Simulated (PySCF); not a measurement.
S(2+) (sulfur, charge +2) across methods

[Ne] 3s1 3p2 3d1, one real determinant (an excited configuration). Calculation: PySCF 2.14, in aug-cc-pV(D+d)Z (5s4p3d, 32 functions); no relativity, point nucleus.

```
   method  E (hartree)  mean ε 3s α (eV)  mean ε 3p α (eV)  mean ε 3d α (eV)  Σ⟨r²⟩ (bohr²)   ⟨S²⟩
   r2SCAN    -395.9944           -44.130           -32.058           -15.801          17.45  6.000
  r2SCAN0    -395.9861           -46.241           -33.660           -16.633          17.49  6.000
      UHF   -395.49409           -52.234           -38.077           -18.751          17.81  6.000
      PBE    -395.8443           -43.144           -31.533           -15.814          17.38  6.000
     PBE0    -395.8733           -45.557           -33.304           -16.686          17.43  6.000
     PW91    -395.9994           -43.195           -31.589           -15.852          17.34  6.000
BHandHLYP    -396.0010           -47.588           -34.688           -17.199          17.52  6.000
  wB97X-V    -395.9372           -48.045           -35.670           -18.788          17.44  6.000
```

Q: Estimate the same row for LDA.

A: E (hartree) = -394.6154; mean ε 3s α (eV) = -43.051; mean ε 3p α (eV) = -31.482; mean ε 3d α (eV) = -15.670; Σ⟨r²⟩ (bohr²) = 17.42; ⟨S²⟩ = 6.000.

⟨L²⟩ = 7.97 against 12 for a pure F term, so this real determinant mixes terms. The outer electron is Rydberg-like, and this basis confines it to a smaller radius and binds it less than a complete one would.
